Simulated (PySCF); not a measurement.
## How methods differ on the excitation energy of Si

Si [Ne] 3s2 3p2 (3P) → Si [Ne] 3s2 3p1 4s1 (3P), as a difference of total energies. Calculation: PySCF 2.14, in dyall-acv3z (19s12p6d4f, 113 functions); the non-relativistic Hamiltonian (point nucleus). Correlated levels: valence: [Ne] frozen; valence and next inner shell: 1s2 frozen; virtual orbitals above 40 to 60 times the deepest correlated orbital energy dropped. The calculations carry no spin-orbit coupling.

```tsv
method	excitation energy (eV)
UHF	4.727
LDA	4.880
PBE	4.888
PBE0	4.964
r2SCAN	5.165
wB97X-V	5.017
revPBE	4.899
BHandHLYP	4.895
MP2 (valence)	4.944
SCS-MP2 (valence)	4.903
MP2 (valence and next inner shell)	4.930
SCS-MP2 (valence and next inner shell)	4.894
```

**Question.** How much does correlation contribute at MP2 (valence and next inner shell)?

**Answer.** 4.930 − (4.727) = 0.203 eV, measured against UHF.

The promoted electron is Rydberg-like, and one or two diffuse shells describe it only roughly, which tends to raise the upper state.
